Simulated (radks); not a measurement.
Problem. Tm I, 69 electrons, occupied as [Xe] 4f13 6s2. Method: Dirac Kohn-Sham, PBE, spin-unpolarised, spherical densities, finite nucleus; open shells are shared between the two j in proportion to 2j + 1; Fermi nuclear charge, rms radius 5.2256 fm; computed with a radial shooting solver on a logarithmic mesh with Libxc functionals. Some entries of the table are withheld. Estimate them.

| orbital | occ. | eigenvalue (eV) | <r^2> (bohr^2) |
|---|---|---|---|
| 1s1/2 | 2 | -59202.95 | 0.0005486 |
| 2s1/2 | 2 | (1) | 0.008457 |
| 2p1/2 | 2 | -9516.448 | 0.006089 |
| 2p3/2 | 4 | -8536.284 | 0.007305 |
| 3s1/2 | 2 | -2243.560 | 0.05571 |
| 3p1/2 | 2 | -2038.009 | 0.05148 |
| 3p3/2 | 4 | -1831.038 | 0.05827 |
| 3d3/2 | 4 | -1479.975 | 0.04577 |
| 3d5/2 | 6 | -1434.742 | 0.04765 |
| 4s1/2 | 2 | -441.9406 | 0.2800 |
| 4p1/2 | 2 | (2) | 0.2919 |
| 4p3/2 | 4 | (3) | 0.3297 |
| 4d3/2 | 4 | -176.3811 | 0.3711 |
| 4d5/2 | 6 | -167.8834 | 0.3861 |
| 5s1/2 | 2 | -53.2609 | 1.711 |
| 5p1/2 | 2 | (4) | 2.217 |
| 5p3/2 | 4 | (5) | 2.611 |
| 6s1/2 | 2 | -3.8775 | 18.04 |
| 4f5/2 | 5.57143 | -3.7690 | 0.8917 |
| 4f7/2 | 7.42857 | -2.5734 | 0.9699 |

Solution. 
(1) 2s1/2 eigenvalue (eV): -9982.963
(2) 4p1/2 eigenvalue (eV): -359.2329
(3) 4p3/2 eigenvalue (eV): -312.5228
(4) 5p1/2 eigenvalue (eV): -30.9860
(5) 5p3/2 eigenvalue (eV): -25.2824
